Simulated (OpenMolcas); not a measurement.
Re5+ among 8 point charges of -1 e arranged as a cube (Oh), 2 Å from the ion.
```
   1.1547    1.1547    1.1547  -1.00
   1.1547    1.1547   -1.1547  -1.00
   1.1547   -1.1547    1.1547  -1.00
   1.1547   -1.1547   -1.1547  -1.00
  -1.1547    1.1547    1.1547  -1.00
  -1.1547    1.1547   -1.1547  -1.00
  -1.1547   -1.1547    1.1547  -1.00
  -1.1547   -1.1547   -1.1547  -1.00
```

```yaml
Program: OpenMolcas
Method: "SS-CASPT2, IPEA 0.25 Eh, imaginary shift 0.1 Eh (closed shells correlated: 5s 5p)"
Basis: ANO-RCC-VDZP [7s6p4d2f1g]
Scalar_Hamiltonian: DKH2, point nucleus
Active_space: 2 electrons in 5 orbitals (5d)
State_averaging: 2S+1 = 3 even, 10 roots; 2S+1 = 1 even, 15 roots
Spin-orbit_coupling: state interaction with AMFI integrals over the reference wave functions
```

Problem. What is the spin-free ground state (labels of O, the rotations of Oh)?

Solution. 3A2, 1-fold in its orbital part, 100 % from free-ion F terms; it has the highest spin that d2 allows.

Problem. Where is the first state of the same spin?

Solution. 3T2 at 4920 cm-1 above the ground state.

Problem. What are the lowest two levels with spin-orbit coupling?

Solution. A 3-fold level T2, then a 2-fold level E 2220 cm-1 above it. Their leading multiplicities are 3 (92 %) and 3 (83 %).

Problem. What is χT at 300 K, and how does it compare with the textbook value?

Solution. The lowest level has 2S+1 = 3, for which the spin-only value is χT = S(S+1) / 2 = 1.000 cm3 K/mol (g = 2). The computed 0.080 at 300 K differs by -0.920, through orbital momentum, spin-orbit coupling and any other state in reach.

Roots that are degenerate in the reference are averaged as groups; the widest CASPT2 spread within a group is 230 cm-1 (the 3-fold group of multiplicity 1 near 21200 cm-1 above the lowest state of its run). Shifts and gaps below about the spread of the groups concerned are not significant. Spin-orbit coupling mixes the spin-free states strongly: the lowest level takes only 46 % from its leading state, 3A2. Free-ion shares, where given, are those of the reference states; single-state CASPT2 does not remix them. Point charges carry no covalency, so the field is a model and not that of real ligands. No measured value stands beside these numbers.
